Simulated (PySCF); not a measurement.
Predicted microwave data (B3LYP/def2-SVPD in PySCF (dipole) on a GFN2-xTB geometry, gas phase) for one isomer of C3H8O3SSi:

| Property | Result |
| --- | --- |
| Rotational constants | A = 1607, B = 1026, C = 657.6 MHz |
| Dipole components | \|μa\| = 1.37 D, \|μb\| = 3.44 D, \|μc\| = 0.78 D |
| Inertial defect | -38.50 u·Å² |
| κ | -0.22 |

Question: Which structure is it? (One computed conformer of each.)
A. `[CH3:1][O:2][CH2:3][O:4][C:5](=[S:6])[O:7][SiH3:8]` with C1–O2–C3–O4 -72°, O2–C3–O4–C5 -179°, C3–O4–C5–S6 -1°, O4–C5–O7–Si8 -2°
B. `[CH3:1][O:2][Si@@H:3]([O:4][CH:5]=[O:6])[S:7][CH3:8]` with C1–O2–Si3–O4 76°, O2–Si3–O4–C5 -58°, Si3–O4–C5–O6 -1°, O2–Si3–S7–C8 53°

Answer: A. It is COCOC(=S)O[SiH3], an asymmetric top, point group C1. The candidates at the same level (rigid rotor, commonest isotopes):

| SMILES | A (MHz) | B (MHz) | C (MHz) | μa (D) | μb (D) | μc (D) | Δ (u·Å²) | point group | rotor |
| --- | --- | --- | --- | --- | --- | --- | --- | --- | --- |
| COCOC(=S)O[SiH3] | 1607 | 1026 | 657.6 | 1.37 | 3.44 | 0.78 | -38.50 | C1 | asymmetric top |
| CO[Si@@H](OC=O)SC | 2386 | 989.2 | 735.7 | 0.73 | 1.15 | 0.33 | -35.69 | C1 | asymmetric top |

`CO[Si@@H](OC=O)SC` has A 49 % too high. No structure here is proved a minimum.
